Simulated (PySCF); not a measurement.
# Spin-rotation constants: `CC(C)O[SiH2]O[SiH3]`, C3H12O2Si2

Molfile (atoms numbered from 1):
```
C3H12O2Si2
     RDKit          3D

 19 18  0  0  0  0  0  0  0  0999 V2000
   -2.0154   -0.1738    1.3789 C   0  0  0  0  0  0  0  0  0  0  0  0
   -1.4970    0.1397   -0.0214 C   0  0  0  0  0  0  0  0  0  0  0  0
   -1.9458   -0.9085   -1.0354 C   0  0  0  0  0  0  0  0  0  0  0  0
   -0.0923    0.1671    0.0083 O   0  0  0  0  0  0  0  0  0  0  0  0
    0.9242    1.3560   -0.3754 Si  0  0  0  0  0  4  0  0  0  0  0  0
    2.4012    0.7367   -0.2120 O   0  0  0  0  0  0  0  0  0  0  0  0
    3.5212   -0.3942    0.0685 Si  0  0  0  0  0  4  0  0  0  0  0  0
   -1.6364   -1.1395    1.7030 H   0  0  0  0  0  0  0  0  0  0  0  0
   -3.1016   -0.1977    1.3807 H   0  0  0  0  0  0  0  0  0  0  0  0
   -1.6753    0.5852    2.0786 H   0  0  0  0  0  0  0  0  0  0  0  0
   -1.8734    1.1244   -0.3324 H   0  0  0  0  0  0  0  0  0  0  0  0
   -1.5525   -0.6614   -2.0180 H   0  0  0  0  0  0  0  0  0  0  0  0
   -1.5664   -1.8854   -0.7464 H   0  0  0  0  0  0  0  0  0  0  0  0
   -3.0305   -0.9449   -1.0855 H   0  0  0  0  0  0  0  0  0  0  0  0
    0.8361    2.4784    0.5574 H   0  0  0  0  0  0  0  0  0  0  0  0
    0.7952    1.7660   -1.7733 H   0  0  0  0  0  0  0  0  0  0  0  0
    3.2611   -1.5556   -0.7825 H   0  0  0  0  0  0  0  0  0  0  0  0
    4.7712    0.2760   -0.2847 H   0  0  0  0  0  0  0  0  0  0  0  0
    3.4665   -0.7592    1.4839 H   0  0  0  0  0  0  0  0  0  0  0  0
  1  2  1  0
  2  3  1  0
  2  4  1  0
  4  5  1  0
  5  6  1  0
  6  7  1  0
  1  8  1  0
  1  9  1  0
  1 10  1  0
  2 11  1  0
  3 12  1  0
  3 13  1  0
  3 14  1  0
  5 15  1  0
  5 16  1  0
  7 17  1  0
  7 18  1  0
  7 19  1  0
M  END
```

Level of theory: GIAO CAM-B3LYP/pcSseg-1 magnetisability, rotational g tensor and spin-rotation constants, non-relativistic, gas phase in PySCF. Geometry: GFN2-xTB.

(1) Give the nuclear spin-rotation constants along the inertial axes (H = +C I·J) beside the isotropic shieldings.

(2) How do the rotational constants and the g tensor change when H8, H9, H10, H11, H12, H13, H14, H15, H16, H17, H18, H19 are replaced by deuterium?

Answers

(1) Rotational constants 3.3971, 0.7648, 0.7326 GHz. A star marks the isotopologue with that one atom substituted, in its own axes.
```csv
atom,isotope,Caa (kHz),Cbb (kHz),Ccc (kHz),mean (kHz),σ (ppm)
H8,1H,-0.362,0.016,-0.082,-0.142,30.4
H9,1H,0.094,-0.091,-0.084,-0.027,30.8
H10,1H,-0.319,-0.060,-0.015,-0.132,30.2
H11,1H,-0.287,0.030,-0.076,-0.111,27.8
H12,1H,-0.294,-0.074,-0.007,-0.126,30.2
H13,1H,-0.363,0.019,-0.085,-0.143,30.4
H14,1H,0.091,-0.090,-0.084,-0.028,30.8
H15,1H,-0.293,-0.025,-0.005,-0.108,27.0
H16,1H,-0.292,-0.044,0.012,-0.108,27.0
H17,1H,-0.282,-0.024,-0.007,-0.104,26.7
H18,1H,0.085,-0.048,-0.063,-0.009,26.8
H19,1H,-0.300,-0.049,0.021,-0.109,26.7
C1,13C*,0.544,0.134,0.103,0.261,157.2
C2,13C*,0.593,0.194,0.160,0.316,119.3
O4,17O*,-0.355,-0.077,-0.084,-0.172,267.6
Si5,29Si*,-1.891,-0.463,-0.431,-0.928,390.2
O6,17O*,-0.259,-0.056,-0.050,-0.122,308.4
Si7,29Si*,-1.918,-0.431,-0.449,-0.933,390.2
```
For the geometry as given, no vibrational averaging.

(2) Constants 2.6468, 0.6563, 0.6335 GHz; g -0.0342, -0.0086, -0.0075, against -0.0439, -0.0100, -0.0086 before.
